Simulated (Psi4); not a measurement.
C$_{4}$H$_{5}$N, charge -1, doublet, at a GFN2-xTB geometry (a state made from the parent by changing its charge; the spin is typed, not shown lowest) (a gas-phase anion, which may not be bound at this level); WB97X/cc-pVDZ (Psi4).

Input for Psi4:
```
memory 2 GB

molecule {
-1 2
C    -0.04995486   -1.07906447    0.56123814
C    -1.15502101   -0.30673478    0.23174145
C    -0.71018762    0.82084237   -0.47439752
N     0.73369944    0.83310904   -0.50790060
C     1.09703458   -0.44222352    0.06446047
H    -0.06038837   -2.05008844    1.04625134
H    -2.19607247   -0.55746084    0.40945613
H    -1.23666393    1.76188197   -0.60695401
H     1.14387859    1.64255790    0.01376257
H     2.12212363   -0.58557148    0.39453298
}

set {
  basis cc-pvdz
  reference uks
}

energy('wb97x')
print_variables()
```

What the program printed (banner, timings and long lists left out):

```
   => Loading Basis Set <=

    Name: CC-PVDZ
    Role: ORBITAL
    Keyword: BASIS

         ---------------------------------------------------------
                                   SCF
               by Justin Turney, Rob Parrish, Andy Simmonett
                          and Daniel G. A. Smith
                              UKS Reference
         ---------------------------------------------------------

  ==> Geometry <==

    Molecular point group: c1
    Full point group: C1

    Geometry (in Angstrom), charge = -1, multiplicity = 2:

       Center              X                  Y                   Z               Mass
    ------------   -----------------  -----------------  -----------------  -----------------
         C           -0.053349749292    -1.075975302687     0.579864822376    12.000000000000
         C           -1.158415899292    -0.303645612687     0.250368132376    12.000000000000
         C           -0.713582509292     0.823931537313    -0.455770837624    12.000000000000
         N            0.730304550708     0.836198207313    -0.489273917624    14.003074004430
         C            1.093639690708    -0.439134352687     0.083087152376    12.000000000000
         H           -0.063783259292    -2.046999272687     1.064878022376     1.007825032230
         H           -2.199467359292    -0.554371672687     0.428082812376     1.007825032230
         H           -1.240058819292     1.764971137313    -0.588327327624     1.007825032230
         H            1.140483700708     1.645647067313     0.032389252376     1.007825032230
         H            2.118728740708    -0.582482312687     0.413159662376     1.007825032230

  Running in c1 symmetry.

  Rotational constants: A =      0.30111  B =      0.28175  C =      0.14792 [cm^-1]
  Rotational constants: A =   9027.04598  B =   8446.72687  C =   4434.42046 [MHz]
  Nuclear repulsion =  157.993248960978093

  Charge       = -1
  Multiplicity = 2
  Electrons    = 37
  Nalpha       = 19
  Nbeta        = 18

  ==> Algorithm <==

  SCF Algorithm Type is DF.
  DIIS enabled.
  MOM disabled.
  Fractional occupation disabled.
  Guess Type is SAD.
  Energy threshold   = 1.00e-06
  Density threshold  = 1.00e-06
  Integral threshold = 1.00e-12

  ==> Primary Basis <==

  Basis Set: CC-PVDZ
    Blend: CC-PVDZ
    Number of shells: 45
    Number of basis functions: 95
    Number of Cartesian functions: 100
    Spherical Harmonics?: true
    Max angular momentum: 2

  ==> DFT Potential <==

[...]
      Ntotal   =   36.9999936826 ; deviation = -6.317e-06

   @Spin Contamination Metric:   2.683144190E-02
   @S^2 Expected:                7.500000000E-01
   @S^2 Observed:                7.768314419E-01
   @S   Expected:                5.000000000E-01
   @S   Observed:                5.000000000E-01

    Orbital Energies [Eh]
    ---------------------

    Alpha Occupied:

[...]
      19A      0.068285

    Alpha Virtual:

[...]
      95A      3.547912

    Beta Occupied:

[...]
    Beta Virtual:

[...]
    Final Occupation by Irrep:
              A
    DOCC [    18 ]
    SOCC [     1 ]
    NA   [    19 ]
    NB   [    18 ]

  @DF-UKS Final Energy:  -210.02392562742273

   => Energetics <=

    Nuclear Repulsion Energy =            157.9932489609780930
    One-Electron Energy =                -603.7041408972702357
    Two-Electron Energy =                 256.8862051437405398
    DFT Exchange-Correlation Energy =     -21.1992388348711600
    Empirical Dispersion Energy =           0.0000000000000000
    VV10 Nonlocal Energy =                  0.0000000000000000
    Total Energy =                       -210.0239256274227273

  UHF NO Occupations:
  HONO-2 :   17  A 1.9993739
  HONO-1 :   18  A 1.9879468
  HONO-0 :   19  A 1.0000000
  LUNO+0 :   20  A 0.0120532
  LUNO+1 :   21  A 0.0006261
  LUNO+2 :   22  A 0.0003238
  LUNO+3 :   23  A 0.0001369

Computation Completed

Properties will be evaluated at   0.000000,   0.000000,   0.000000 [a0]

Properties computed using the SCF density matrix

 Multipole Moments:

 ------------------------------------------------------------------------------------
     Multipole            Electronic (a.u.)      Nuclear  (a.u.)        Total (a.u.)
 ------------------------------------------------------------------------------------

 L = 1.  Multiply by 2.5417464519 to convert [e a0] to [Debye]
 Dipole X            :          0.2914027           -0.2309547            0.0604480
 Dipole Y            :          0.0890436            0.2101565            0.2992001
 Dipole Z            :         -0.7685911            1.2671759            0.4985848
 Magnitude           :                                                    0.5846036

 ------------------------------------------------------------------------------------

  Variable Map:
  ----------------------------------------------------------------------------
[...]
  Array Variable Map:
  ----------------------------------------------------------------------------
[...]
[...]
```
